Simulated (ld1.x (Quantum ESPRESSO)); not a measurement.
u(r) = r·R(r): atom against pseudo-atom (S)

Columns: radius, all-electron u(r) and pseudo u(r) of the 3p shell (level -22.32 eV) of sulfur in the configuration [Ne] 3s2 3p2.5; LDA (PZ), scalar-relativistic, PAW scheme, ld1.x (Quantum ESPRESSO) 7.5.

| r (bohr) | all-electron | pseudo |
| --- | --- | --- |
| 0.075 | 0.1262 | -0.0027 |
| 0.150 | 0.2868 | -0.0109 |
| 0.225 | 0.3687 | -0.0252 |
| 0.300 | 0.3678 | -0.0467 |
| 0.375 | 0.3057 | -0.0762 |
| 0.450 | 0.2056 | -0.1146 |
| 0.525 | 0.0858 | -0.1619 |
| 0.600 | -0.0407 | -0.2180 |
| 0.675 | -0.1650 | -0.2816 |
| 0.750 | -0.2815 | -0.3509 |
| 0.825 | -0.3870 | -0.4231 |
| 0.900 | -0.4798 | -0.4952 |
| 0.975 | -0.5593 | -0.5640 |
| 1.050 | -0.6255 | -0.6262 |
| 1.125 | -0.6790 | -0.6790 |
| 1.200 | -0.7207 | -0.7207 |
| 1.275 | -0.7515 | -0.7515 |
| 1.350 | -0.7726 | -0.7726 |
| 1.425 | -0.7850 | -0.7850 |
| 1.500 | -0.7898 | -0.7898 |
| 1.575 | -0.7881 | -0.7881 |
| 1.650 | -0.7808 | -0.7808 |
| 1.725 | -0.7688 | -0.7688 |
| 1.800 | -0.7529 | -0.7529 |
| 1.875 | -0.7339 | -0.7339 |
| 1.950 | -0.7123 | -0.7123 |

Q: How many radial nodes do the two functions have?

A: The all-electron 3p function has n − l − 1 = 1; the pseudo-wave has 0, since the states of the same l below it are removed with the core.

Q: At about which radius was the pseudo-wave matched?

A: 1.15 bohr, where the columns begin to agree (steps of 0.07 bohr).

Q: Where does each function peak?

A: Outermost all-electron maximum near 1.50 bohr, pseudo maximum near 1.50 bohr (to the table’s step).

Q: Is the pseudo-wave norm-conserving?

A: No, it belongs to a PAW set: the norm inside the radius is not constrained, and the difference is carried by the augmentation charge.
